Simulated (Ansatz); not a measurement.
A nudged elastic band was laid between two geometries of C3H7OSb (12 atoms, charge 0, multiplicity 1).

Theory: Ansatz, RKS BLYP-D4/def2-SVP.

```yaml
movable_images: 7
climbing_image: yes
spring: 5.0 eV/Å²
optimiser: quadratic models (default)
start_path: through a guess of the saddle point
force_threshold: 0.05 eV/Å
iteration_limit: 60
end_points: relaxed
```

First end point:

```xyz
12
Properties=species:S:1:pos:R:3
C -1.768 0.481 -0.281
C -0.255 0.466 -0.310
O 0.414 1.357 0.619
C 0.561 -0.066 0.810
Sb 2.640 -0.832 0.568
H -2.161 1.375 -0.808
H -2.143 0.502 0.761
H -2.177 -0.417 -0.790
H 0.202 0.446 -1.319
H 0.029 -0.470 1.695
H 2.103 -2.458 0.219
H 2.632 -0.439 -1.129
```

Last end point:

```xyz
12
Properties=species:S:1:pos:R:3
C -1.889 0.515 -0.166
C -0.421 0.488 -0.539
O 0.451 1.366 0.210
C 0.621 -0.059 0.366
Sb 2.526 -0.871 -0.451
H -2.379 1.424 -0.573
H -2.016 0.518 0.934
H -2.415 -0.369 -0.583
H -0.212 0.475 -1.629
H 0.304 -0.457 1.349
H 2.148 -2.498 0.060
H 3.358 -0.589 1.055
```

(1) Which bonds break or form, and what moves?

(2) What energy profile does the band end with?

(3) What is the geometry of the highest image?

The band took 33 iterations and roughly 18 core-minutes.

Answers

(1) No bond is made or broken. The height of Sb5 over the plane of its neighbours goes from 1.05 to -1.05 Å.

(2) The forces met the threshold. The highest image is number 4 of 0 to 8, 201.3 kJ/mol above the first end and 202.7 kJ/mol above the last; the last end lies 1.4 kJ/mol below the first. Neighbouring images differ by up to 2.0 eV, so the band resolves the path poorly. A vibrational analysis at the climbing image gives one clearly imaginary mode, 938i cm⁻¹: a first-order saddle point.

```tsv
image	path coordinate (Å)	energy (kJ/mol)	height of Sb5 over the plane of its neighbours (Å)
0	0.00	0.0	1.05
1	0.62	0.7	1.04
2	1.25	4.4	1.00
3	1.87	44.7	0.70
4	2.49	201.3	0.01
5	3.59	7.8	-0.96
6	4.69	4.6	-1.05
7	5.79	1.6	-1.05
8	6.88	-1.4	-1.05
```

(3) 
```xyz
12
Properties=species:S:1:pos:R:3
C -1.913 0.585 -0.285
C -0.402 0.570 -0.339
O 0.303 1.249 0.757
C 0.427 -0.152 0.649
Sb 2.337 -1.089 0.125
H -2.305 1.573 -0.607
H -2.276 0.385 0.741
H -2.332 -0.183 -0.967
H 0.047 0.761 -1.332
H -0.025 -0.763 1.453
H 3.055 -2.217 1.152
H 3.159 -0.774 -1.313
```

The run took 9.1 min on 2 threads of Arm Neoverse V1 (shared host), peak memory 0.17 GiB.
